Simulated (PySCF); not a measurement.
Species: C₉H₈O.
Numbering: `[CH3:1][C:2]#[C:3][c:4]1[cH:5][cH:6][cH:7][c:8]([OH:9])[cH:10]1`

Definitions: NICS(0) = −σiso at the ring centroid; NICS(1) = −σiso and NICS(1)zz = −σzz at ±1 Å along the ring normal z. Level: GIAO PBE0/pcSseg-1 (PySCF, non-relativistic, gas phase) on the GFN2-xTB geometry, one conformer.

Ring bond lengths (Å), with Mayer bond orders in brackets: C4–C5 1.394 (1.42), C5–C6 1.382 (1.43), C6–C7 1.382 (1.45), C7–C8 1.392 (1.39), C8–C10 1.387 (1.38), C10–C4 1.394 (1.41).

What do the NICS probes read (ppm)?

```tsv
ring	type	NICS(0)	NICS(1), two faces	NICS(1)zz, two faces	rms pucker (Å)	centre to ring atoms, mean (Å)
C4–C5–C6–C7–C8–C10	6-membered carbocycle; formal bonds all aromatic	-9.3	-10.6 / -10.6	-25.3 / -25.3	0.00	1.39
```

What do they say, and how far can they be read as aromaticity?

- C4–C5–C6–C7–C8–C10: mean NICS(1)zz -25.3 ppm, shielded, aromatic by this magnetic criterion (flat ring, no four-coordinate atom).

What does the geometric index give? HOMA takes Krygowski's 1993 parameters.

- C4–C5–C6–C7–C8–C10: HOMA 0.99 = 1 − EN − GEO, with mean bond length 1.389 Å, EN = α(Ropt − mean)² = 0.000 and GEO = α × variance = 0.007. The geometric and the magnetic index point the same way.

List the ring angles and the Hirshfeld charges of the ring atoms.

- C4–C5–C6–C7–C8–C10: C4 119.7° (+0.004 e), C5 119.7° (-0.059 e), C6 120.8° (-0.044 e), C7 119.8° (-0.069 e), C8 119.9° (+0.075 e), C10 120.1° (-0.076 e); sum 720.0° against 720° for a flat convex ring.

Conformer computed: `[CH3:1][C:2]#[C:3][c:4]1[cH:5][cH:6][cH:7][c:8]([OH:9])[cH:10]1`: H–O9–C8–C7 180°.
